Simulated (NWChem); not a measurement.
System: BHSeF₂; SMILES FB(F)[SeH]

Here is an NWChem input.

```
start job
memory heap 200 mb stack 900 mb global 1100 mb
geometry units angstroms noautosym nocenter noautoz
  B      0.004712    -0.949131     0.000000
  F      1.135949    -1.623834     0.000000
  F     -1.127155    -1.623429     0.000000
  Se     0.060067     0.989898     0.000000
  H     -1.403691     1.115291     0.000000
end
basis spherical
  * library cc-pvtz
end
dft
  xc hfexch
  iterations 150
end
property
  efieldgrad
end
task dft property
```

Excerpt of the output:

```
             Northwest Computational Chemistry Package (NWChem) 7.3.0
             --------------------------------------------------------

                             Geometry "geometry" -> ""
                             -------------------------

 Output coordinates in angstroms (scale by  1.889725989 to convert to a.u.)

  No.       Tag          Charge          X              Y              Z
 ---- ---------------- ---------- -------------- -------------- --------------
    1 B                    5.0000     0.00471200    -0.94913100     0.00000000
    2 F                    9.0000     1.13594900    -1.62383400     0.00000000
    3 F                    9.0000    -1.12715500    -1.62342900     0.00000000
    4 Se                  34.0000     0.06006700     0.98989800     0.00000000
    5 H                    1.0000    -1.40369100     1.11529100     0.00000000

 Effective nuclear repulsion energy (a.u.)     231.4828772740

  xc_inp: hfexch multiplicative factor not found.
                              NWChem Property Module
                              ----------------------

  itol2e modified to match energy
  convergence criterion.

                                 NWChem DFT Module
                                 -----------------

 Summary of "ao basis" -> "ao basis" (spherical)
 ------------------------------------------------------------------------------
       Tag                 Description            Shells   Functions and Types
 ---------------- ------------------------------  ------  ---------------------
 B                          cc-pvtz                 10       30   4s3p2d1f
 F                          cc-pvtz                 10       30   4s3p2d1f
 Se                         cc-pvtz                 15       43   6s5p3d1f
 H                          cc-pvtz                  6       14   3s2p1d

  itol2e modified to match energy
  convergence criterion.

            General Information
            -------------------
          SCF calculation type: DFT
          Wavefunction type:  closed shell.
          No. of atoms     :     5
          No. of electrons :    58
           Alpha electrons :    29
            Beta electrons :    29
          Charge           :     0
          Spin multiplicity:     1
          Use of symmetry is: off; symmetry adaption is: off
          Maximum number of iterations: 150
          AO basis - number of functions:   147
                     number of shells:    51
          Convergence on energy requested:  1.00D-07
          Convergence on density requested:  1.00D-05
          Convergence on gradient requested:  5.00D-04

              XC Information
              --------------
                     Hartree-Fock (Exact) Exchange  1.000

      Superposition of Atomic Density Guess
      -------------------------------------

 Sum of atomic energies:       -2623.70943941

      Non-variational initial energy
      ------------------------------

 Total energy =   -2624.729103
 1-e energy   =   -4115.822501
 2-e energy   =    1259.610520
 HOMO         =      -0.312897
 LUMO         =       0.061146

   convergence    iter        energy       DeltaE   RMS-Dens  Diis-err
 ---------------- ----- ----------------- --------- --------- ---------
 d= 0,ls=0.0,diis     1  -2624.2003673198 -2.86D+03  2.88D-03  6.05D-01
 d= 0,ls=0.0,diis     2  -2624.2551033460 -5.47D-02  8.43D-04  2.08D-01
 d= 0,ls=0.0,diis     3  -2624.2702886631 -1.52D-02  3.32D-04  3.77D-03
 d= 0,ls=0.0,diis     4  -2624.2710739000 -7.85D-04  9.64D-05  2.70D-04
 d= 0,ls=0.0,diis     5  -2624.2711420840 -6.82D-05  3.25D-05  1.88D-05
  Resetting Diis
 d= 0,ls=0.0,diis     6  -2624.2711483064 -6.22D-06  7.41D-06  1.56D-06
 d= 0,ls=0.0,diis     7  -2624.2711486966 -3.90D-07  2.05D-06  1.38D-07
 d= 0,ls=0.0,diis     8  -2624.2711487314 -3.48D-08  7.61D-07  2.89D-08

         Total DFT energy =    -2624.271148731366
      One electron energy =    -4117.879670293555
           Coulomb energy =     1372.201052591271
    Exchange-Corr. energy =     -110.075408303072
 Nuclear repulsion energy =      231.482877273989

 Numeric. integr. density =        0.000000000000

                       DFT Final Molecular Orbital Analysis
                       ------------------------------------

 Vector   27  Occ=2.000000D+00  E=-5.460365D-01
              MO Center= -3.1D-01,  5.7D-01, -3.5D-15, r^2= 2.3D+00
   Bfn.  Coefficient  Atom+Function         Bfn.  Coefficient  Atom+Function
  ----- ------------  ---------------      ----- ------------  ---------------
   103      0.316721  4 Se px               135     -0.244275  5 H  s
   104     -0.214156  4 Se py               106      0.149478  4 Se px
    39     -0.148335  2 F  py               134     -0.141493  5 H  s
   136     -0.132314  5 H  s                  9      0.123510  1 B  py
    36     -0.120230  2 F  py                42     -0.114169  2 F  py

 Vector   28  Occ=2.000000D+00  E=-4.715835D-01
              MO Center=  8.1D-02,  8.2D-01,  8.6D-16, r^2= 2.2D+00
   Bfn.  Coefficient  Atom+Function         Bfn.  Coefficient  Atom+Function
  ----- ------------  ---------------      ----- ------------  ---------------
   104      0.380183  4 Se py               103      0.255987  4 Se px
    94      0.210591  4 Se s                110      0.175843  4 Se py
   107      0.173106  4 Se py                96      0.160461  4 Se s
     9     -0.145871  1 B  py                 2     -0.139638  1 B  s
   106      0.120828  4 Se px                69      0.120077  3 F  py

 Vector   29  Occ=2.000000D+00  E=-3.849044D-01
              MO Center=  3.1D-02,  8.2D-01, -5.3D-15, r^2= 2.0D+00
   Bfn.  Coefficient  Atom+Function         Bfn.  Coefficient  Atom+Function
  ----- ------------  ---------------      ----- ------------  ---------------
   105      0.536042  4 Se pz               111      0.328516  4 Se pz
   108      0.243365  4 Se pz                10      0.082065  1 B  pz
    40     -0.051090  2 F  pz                70     -0.049641  3 F  pz
     7      0.048504  1 B  pz                43     -0.047825  2 F  pz
    73     -0.046521  3 F  pz                37     -0.041726  2 F  pz

 Vector   30  Occ=0.000000D+00  E= 1.139351D-01
              MO Center= -5.0D-01,  9.7D-01,  5.9D-13, r^2= 4.6D+00
   Bfn.  Coefficient  Atom+Function         Bfn.  Coefficient  Atom+Function
  ----- ------------  ---------------      ----- ------------  ---------------
   136      1.852878  5 H  s                 96     -1.436043  4 Se s
   109      1.200266  4 Se px                 4      0.431082  1 B  s
   103      0.303902  4 Se px               135      0.190431  5 H  s
    12      0.154130  1 B  py                34     -0.142707  2 F  s
   106      0.115998  4 Se px                94     -0.108078  4 Se s

 Vector   31  Occ=0.000000D+00  E= 1.361839D-01
              MO Center=  6.4D-03, -6.1D-01, -6.4D-14, r^2= 3.8D+00
   Bfn.  Coefficient  Atom+Function         Bfn.  Coefficient  Atom+Function
  ----- ------------  ---------------      ----- ------------  ---------------
    13      0.879595  1 B  pz               111     -0.479033  4 Se pz
    10      0.327947  1 B  pz                73     -0.234108  3 F  pz
    43     -0.232437  2 F  pz                 7      0.222623  1 B  pz
   105     -0.130832  4 Se pz                40     -0.124338  2 F  pz
    70     -0.124649  3 F  pz                37     -0.113036  2 F  pz

 Vector   32  Occ=0.000000D+00  E= 1.610247D-01
              MO Center= -1.4D-01,  1.1D+00, -2.3D-12, r^2= 5.3D+00
   Bfn.  Coefficient  Atom+Function         Bfn.  Coefficient  Atom+Function
  ----- ------------  ---------------      ----- ------------  ---------------
     4      2.610189  1 B  s                 96     -1.807082  4 Se s
   110      1.729864  4 Se py                12      0.785223  1 B  py
     9      0.386342  1 B  py                64     -0.367306  3 F  s
    34     -0.215775  2 F  s                136      0.204221  5 H  s
     2      0.174468  1 B  s                135     -0.140506  5 H  s

     Multipole analysis of the density
     ---------------------------------

     L   x y z        total         alpha         beta         nuclear
     -   - - -        -----         -----         ----         -------
     0   0 0 0     -0.000000    -29.000000    -29.000000     58.000000

     1   1 0 0     -0.273142     -0.836991     -0.836991      1.400841
     1   0 1 0      0.360789     -0.576253     -0.576253      1.513294
     1   0 0 1      0.000000      0.000000      0.000000      0.000000

     2   2 0 0    -25.795277    -57.787452    -57.787452     89.779627
     2   1 1 0     -0.989994     -1.032680     -1.032680      1.075365
     2   1 0 1      0.000000      0.000000      0.000000      0.000000
     2   0 2 0    -26.957198   -167.955490   -167.955490    308.953783
     2   0 1 1      0.000000      0.000000      0.000000      0.000000
     2   0 0 2    -25.445946    -12.722973    -12.722973      0.000000

          -----------------------
          Electric field gradient
          -----------------------

 1 a.u. = 0.324123 10**(16) esu/cm**3  ( or statvolts/cm**2 ) = 0.97174 10**(22) v/m**2

 ------------------------------------------------------------
   Atom      X         Y         Z
 ------------------------------------------------------------
    1 B    0.00890  -1.79360   0.00000
 ------------------------------------------------------------

 Electric field gradient in molecular frame (a.u.)
         XX             YY             ZZ             XY             XZ             YZ
 ------------------------------------------------------------------------------------------
        0.149652       0.202965      -0.352617       0.000903      -0.000000      -0.000000

 Principal components (a.u.) and orientation
 of principal axis w.r.t. absolute frame                      Asymmetry parameter eta
 --------------------------------------------------------------------------------------
       -0.352617       0.202980       0.149636                       0.151280

        0.000000       0.016937       0.999857
        0.000000       0.999857      -0.016937
        1.000000       0.000000       0.000000

 ------------------------------------------------------------
   Atom      X         Y         Z
 ------------------------------------------------------------
    2 F    2.14663  -3.06860   0.00000
 ------------------------------------------------------------

 Electric field gradient in molecular frame (a.u.)
         XX             YY             ZZ             XY             XZ             YZ
 ------------------------------------------------------------------------------------------
       -0.716757       0.413405       0.303352       1.131381      -0.000000      -0.000000

 Principal components (a.u.) and orientation
 of principal axis w.r.t. absolute frame                      Asymmetry parameter eta
 --------------------------------------------------------------------------------------
       -1.416326       1.112974       0.303352                       0.571635

        0.850538       0.525914       0.000000
       -0.525914       0.850538       0.000000
        0.000000       0.000000       1.000000

 ------------------------------------------------------------
   Atom      X         Y         Z
 ------------------------------------------------------------
    3 F   -2.13001  -3.06784   0.00000
 ------------------------------------------------------------

 Electric field gradient in molecular frame (a.u.)
         XX             YY             ZZ             XY             XZ             YZ
 ------------------------------------------------------------------------------------------
       -0.714977       0.407599       0.307378      -1.148165      -0.000000      -0.000000

 Principal components (a.u.) and orientation
 of principal axis w.r.t. absolute frame                      Asymmetry parameter eta
 --------------------------------------------------------------------------------------
       -1.431706       1.124329       0.307378                       0.570613

        0.848289      -0.529534       0.000000
        0.529534       0.848289       0.000000
        0.000000       0.000000       1.000000

 ------------------------------------------------------------
   Atom      X         Y         Z
 ------------------------------------------------------------
    4 Se   0.11351   1.87064   0.00000
 ------------------------------------------------------------

 Electric field gradient in molecular frame (a.u.)
         XX             YY             ZZ             XY             XZ             YZ
 ------------------------------------------------------------------------------------------
       -2.595696      -0.964378       3.560074       1.761442      -0.000000       0.000000

 Principal components (a.u.) and orientation
 of principal axis w.r.t. absolute frame                      Asymmetry parameter eta
 --------------------------------------------------------------------------------------
       -3.721164       3.560074       0.161091                       0.913419

        0.842674       0.000000       0.538424
       -0.538424       0.000000       0.842674
        0.000000       1.000000       0.000000

 ------------------------------------------------------------
   Atom      X         Y         Z
 ------------------------------------------------------------
    5 H   -2.65259   2.10759   0.00000
 ------------------------------------------------------------

 Electric field gradient in molecular frame (a.u.)
         XX             YY             ZZ             XY             XZ             YZ
 ------------------------------------------------------------------------------------------
       -0.180364       0.077494       0.102870       0.027382      -0.000000       0.000000

 Principal components (a.u.) and orientation
 of principal axis w.r.t. absolute frame                      Asymmetry parameter eta
 --------------------------------------------------------------------------------------
       -0.183240       0.102870       0.080370                       0.122790

        0.994531       0.000000       0.104446
       -0.104446       0.000000       0.994531
        0.000000       1.000000       0.000000
```

Level: Hartree-Fock/cc-pVTZ. The geometry was optimised at PBE0/def2-SVP. NWChem prints the field gradient with the sign opposite to the second derivative of the potential.
